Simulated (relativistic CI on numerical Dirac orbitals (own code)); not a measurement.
# Crystal-field levels of Mo³⁺, 4d3

Calculated by Dirac-Coulomb-Breit CI, separate exchange-only KLI orbitals for each configuration, QED by a radiative potential, valence Slater integrals scaled by 0.9, one configuration in a parametric crystal field (own radial code). With so little scaling, terms lie 10 to 35 % too far apart, which can change the order of excited levels.

Field parameters in Wybourne normalisation: Td as Oh with Dq negative (B⁴₀ = 21Dq, B⁴₄ = √(5/14) B⁴₀). The field is a parameter set, without covalency.

S is read from ⟨S²⟩ = S(S + 1).

Levels (cm⁻¹, degeneracy): 0 (4), 536 (2), 1278 (4), 1850 (2), 2413 (4), 12296 (4), 12430 (2), 12692 (2), 13083 (4), 13761 (2), 13786 (4), 14092 (2).

**Question.** Which field gives this pattern?
A. Td, 10Dq = -15400 cm⁻¹
B. Td, 10Dq = -13300 cm⁻¹
C. Td, 10Dq = -2650 cm⁻¹
D. Td, 10Dq = -17550 cm⁻¹

**Answer.** B. Td, 10Dq = -13300 cm⁻¹, ground level with S = 1.34.
